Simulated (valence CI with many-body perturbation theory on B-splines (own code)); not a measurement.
Questions on Pm XXIII

Level of theory: relativistic CI+MBPT: three valence electrons over a frozen Dirac-Fock core [Kr], radial functions for each j: 9 s, 9 p, 10 d, 8 f, 5 g, 3 h, 1 i, with the one-electron correlation potential Σ1 (screened to all orders), the two-electron term Σ2, the three-electron term Σ3, Breit, model QED; selected single and double excitations, second order for the rest (own B-spline code, finite nucleus).

No measured spectrum was set against this ion. As an estimate, terms of the open shell hold to 2 to 4 % of their energy, and close levels can change places. Only levels of the ground parity were solved; by the run's estimate the other parity begins above the list, which can be wrong where configurations are misplaced.

Levels are named by their leading jj configuration (3d3/2^4 stands for four electrons in 3d with j = 3/2), which in mixed levels can hold well under half, so a name can repeat and another be missing.

Rates and lifetimes use the calculated energies. Strong lines usually hold to 10 to 20 %, long lifetimes can be off by a factor of two.

Task: What is the ground level?

Result: (4d3/2^3) J=3/2, composition 69 % 4d³ ⁴F + 24 % 4d³ ²D + 5 % 4d³ ²P, g = 0.565.

Task: How well does LS coupling describe the low levels?

Result: Among the lowest 19 levels the leading LS term, summed over configurations, holds 69 % on average. For single configurations the figures are 69 % in LS and 83 % in jj coupling. Terms mix most in the J = 9/2 level at 54969 cm⁻¹, where the leading one holds 42 %.

Task: What is the ionisation energy?

Result: 690.4 eV; NIST lists 689 ± 4 eV (theoretical).
